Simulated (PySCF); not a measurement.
C2H7Si, SMILES [CH2][SiH2]C, multiplicity 2.

Geometry optimised at r2SCAN-D4/def2-SVP. The isomer is the one that the SMILES or the coordinates give; other isomers of the formula were not compared.

Two levels are set side by side: PBE/def2-TZVPD (PySCF) and PBE0/def2-TZVPD (PySCF). Same geometry, gas phase. Differences are taken from unrounded values.

```tsv
quantity	PBE
α-spin orbital gap (eV)	5.19
β-spin orbital gap (eV)	4.25
dipole moment (D)	0.73
mean polarisability (bohr³)	57.7
```

Question: These are the PBE values. What does PBE0 give? (Estimate from the structure and the level; the computed values follow.)

Answer: 
| quantity | PBE0 | PBE minus PBE0 |
|---|---|---|
| α-spin orbital gap (eV) | 7.18 | -1.99 |
| β-spin orbital gap (eV) | 6.78 | -2.53 |
| dipole moment (D) | 0.75 | -0.02 |
| mean polarisability (bohr³) | 55.0 | 2.7 |

PBE's more diffuse valence density responds more strongly to a field. Differences between two approximate levels are no errors against the true value.

Rough cost on one machine, each run with all the roots and properties that it gave: PBE0 against PBE within a factor of 2.
